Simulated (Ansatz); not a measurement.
Consider the cleavage of the Ge–Si bond: `[NH2][GeH2][SiH2]O` + `N[SiH2]S` → `N[SiH2][S][GeH2][NH2]` + silanol.

Program: Ansatz. Geometries: PBE0-D4/def2-TZVP. ΔE: electronic, gas phase. CBS: MP2 limit from def2 TZ/QZ plus the TZ coupled-cluster correction, frozen cores. Functionals use def2-TZVPP. B3LYP here is the variant with VWN-RPA as its local correlation; programs differ in this. For Ge outer-core shells are correlated without core-valence functions, which leaves a few kJ/mol of doubt a bond. Scalar relativity is left out up to krypton. One conformer a species, not always the lowest.

```tsv
level	ΔE (kJ/mol)	difference from CCSD(T)/CBS
PBE-D4	-44.6	13.0
r2SCAN-D4	-54.6	3.0
PBE0-D4	-51.5	6.1
B3LYP-D4	-55.5	2.1
ωB97M-V	-57.7	-0.1
B2PLYP	-56.3	1.3
r2SCAN	-53.1	4.5
MP2/def2-TZVPP	-69.4	-11.8
SCS-MP2/def2-TZVPP	-69.3	-11.7
CCSD/def2-TZVPP	-60.5	-2.9
CCSD(T)/def2-TZVPP	-60.8	-3.2
MP2/def2-QZVPP	-67.5	-9.9
SCS-MP2/def2-QZVPP	-67.7	-10.1
HF/CBS(def2)	-72.5	-14.9
MP2/CBS(def2)	-66.2	-8.6
CCSD/CBS(def2)	-57.3	0.3
CCSD(T)/CBS	-57.6	0
```

Largest T1 diagnostic among the species: 0.012.

In def2-TZVPP, CCSD(T) changes the Hartree–Fock value by +12.0 kJ/mol (the triples alone add −0.2 kJ/mol) and MP2 by +3.3 kJ/mol. From PBE to PBE0 (25 % exact exchange), in def2-TZVPP and without D4, ΔE moves by −7.4 kJ/mol. The D4 term adds −8.1 kJ/mol with B3LYP and −4.7 kJ/mol with PBE0; it sums over pairs of atoms, weighted by their polarisabilities, and B3LYP, whose exchange is more repulsive, gets the larger term.
